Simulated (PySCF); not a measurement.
# Tellurium: a sound run and one with changed settings

Sound run: Te⁺ [Kr] 4d10 5s2 5p3, Te²⁺ [Kr] 4d10 5s2 5p2. Calculation: PySCF 2.14, in def2-SVP with the def2 core potential (28 electrons) (4s4p2d, 26 functions); a scalar-relativistic core potential. The sound run starts from symmetry-adapted Hartree-Fock orbitals and uses a fine grid where one is needed.

A second run was set up differently.

```csv
species,method,sound run (hartree),changed run (hartree),converged
Te⁺,UHF,-266.71416,-266.71416,yes
Te⁺,LDA,-267.24506,-267.24506,yes
Te⁺,BP86,-267.77566,-267.77566,yes
Te²⁺,UHF,-266.03954,-266.03954,yes
Te²⁺,LDA,-266.54875,-266.54923,yes
Te²⁺,BP86,-267.08228,-267.08264,yes
```

Ionisation energy of Te⁺:

```json
{"method": "UHF", "sound run (eV)": "18.357", "changed run (eV)": "18.357"}
{"method": "LDA", "sound run (eV)": "18.948", "changed run (eV)": "18.935"}
{"method": "BP86", "sound run (eV)": "18.868", "changed run (eV)": "18.858"}
```

Task: What was changed?
A. minimal basis
B. all electrons correlated in a valence basis
C. a valence shell is frozen
D. angular grid far too coarse

Result: D. It used 14 angular points. A coarse angular grid integrates products of high-l functions wrongly, so density functionals can shift, and the SCF can exploit the error; Hartree-Fock and MP2 need no grid.
